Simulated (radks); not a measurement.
Values are calculated unless marked as measured or tabulated.
Species: Er III. Configuration: [Xe] 4f12 (the NIST ground configuration). Code: a radial shooting solver on a logarithmic mesh with Libxc functionals. Model: scalar-relativistic Kohn-Sham, PBE, spin-unpolarised, spherical densities, point nucleus.

Normalised radial functions P(r) = r R(r), r in bohr:

r	4d	5s	4f
0.0009734	0.0000	0.0481	0.0000
0.001288	0.0000	0.0599	0.0000
0.001704	0.0001	0.0740	0.0000
0.002255	0.0001	0.0903	0.0000
0.00296	0.0002	0.1081	0.0000
0.003916	0.0005	0.1275	0.0000
0.005181	0.0011	0.1460	0.0000
0.006855	0.0022	0.1605	0.0000
0.009071	0.0048	0.1658	0.0000
0.012	0.0100	0.1547	0.0001
0.01588	0.0207	0.1189	0.0002
0.02101	0.0418	0.0515	0.0007
0.0278	0.0816	-0.0468	0.0018
0.03649	0.1500	-0.1566	0.0047
0.04828	0.2650	-0.2453	0.0118
0.06388	0.4329	-0.2495	0.0285
0.08452	0.6359	-0.1182	0.0649
0.1118	0.8047	0.1290	0.1373
0.148	0.8077	0.3489	0.2658
0.1958	0.4999	0.3241	0.4631
0.2591	-0.1457	-0.0298	0.7137
0.3428	-0.9113	-0.4600	0.9576
0.4499	-1.3980	-0.5171	1.1031
0.5953	-1.3823	-0.0286	1.0945
0.7876	-0.9632	0.6631	0.9414
1.042	-0.4805	1.0407	0.7166
1.379	-0.1668	0.9274	0.4902
1.824	-0.0376	0.5482	0.3021
2.414	-0.0050	0.2157	0.1660
3.194	-0.0003	0.0535	0.0791
4.226	0.0000	0.0074	0.0303

4d: eigenvalue -179.63 eV, 1 radial node at r = 0.245 bohr, <r> = 0.584 bohr, 90 % of the charge inside 0.878 bohr. 5s: eigenvalue -66.323 eV, 4 radial nodes at r = 0.0246, 0.0976, 0.254, 0.602 bohr, <r> = 1.25 bohr, 90 % of the charge inside 1.81 bohr. 4f: eigenvalue -17.437 eV, 0 radial nodes, <r> = 0.820 bohr, 90 % of the charge inside 1.44 bohr.
